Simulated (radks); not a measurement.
The numbers below are computed, except where a source is named.
All-electron atom: Sc in [Ar] 3d1 4s2 (the NIST ground configuration).

Level of theory: Dirac Kohn-Sham, PBE, spin-unpolarised, spherical densities, point nucleus; open shells are shared between the two j in proportion to 2j + 1 (a radial shooting solver on a logarithmic mesh with Libxc functionals).

Energy parts (eV):
| part | energy |
|---|---|
| total | -20791.205 |
| kinetic | 20973.983 |
| electron-nucleus | -49415.941 |
| Hartree | 8708.995 |
| exchange-correlation | -1058.242 |

Orbitals (lengths in bohr, moments of r in powers of bohr; <r^-3> diverges for s and p1/2; r(90%) holds 90 % of the orbital's charge):
orbital,occ.,eigenvalue (eV),<r^-3>,r(90%),<r^4>,<r^2>,small-component weight
1s1/2,2,-4396.589,-,0.130,0.0001326,0.007176,5.65e-03
2s1/2,2,-474.2329,-,0.534,0.03447,0.1396,9.65e-04
2p1/2,2,-391.2613,-,0.504,0.02781,0.1157,9.44e-04
2p3/2,4,-386.6196,219.9,0.508,0.02863,0.1176,9.35e-04
3s1/2,2,-55.0311,-,1.61,2.892,1.333,1.93e-04
3p1/2,2,-33.9596,-,1.79,4.510,1.596,1.64e-04
3p3/2,4,-33.4498,24.32,1.81,4.637,1.618,1.62e-04
3d3/2,0.4,-3.2526,1.379,3.39,70.26,4.797,7.69e-05
3d5/2,0.6,-3.2223,1.363,3.40,71.42,4.834,7.65e-05
4s1/2,2,-4.1828,-,5.59,420.1,15.93,1.96e-05

The highest occupied level is 3d5/2 at -3.222 eV. The density falls to 0.001 e/bohr^3 at r = 4.97 bohr.
